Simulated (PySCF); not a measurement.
**From computed data to an observable: oscillator strength and radiative lifetime**

CH4Br2Ge, SMILES [GeH]([CH3])([Br])[Br].

The structure is a stationary point at B3LYP-D3(BJ)/def2-SVP.

TDA-LC-ωPBE/def2-SVPD in PySCF puts the first singlet state with f over 0.02 at 6.31 eV (vertical), with the transition dipole (-0.358, 0.145, 0.000) in atomic units.

Task: Find the oscillator strength, the wavelength and the radiative lifetime that this transition would have in vacuum if emission retraced absorption.

Result: 
|μ|² = 0.1492 au, so |μ| = 0.98 D. ΔE = 6.31/27.211 = 0.2319 hartree. f = (2/3) ΔE |μ|² = 0.023 (the program prints 0.023).
λ = 1239.84/6.31 = 196 nm; ν = 50894 cm⁻¹.
Einstein's coefficient A = 0.6670 ν² f s⁻¹ (ν in cm⁻¹) = 4.0e7 s⁻¹, so τ = 1/A = 25 ns. This state is S1. The figure is the radiative limit of this one transition; relaxation, internal conversion, crossing to triplets and a medium change what is measured.
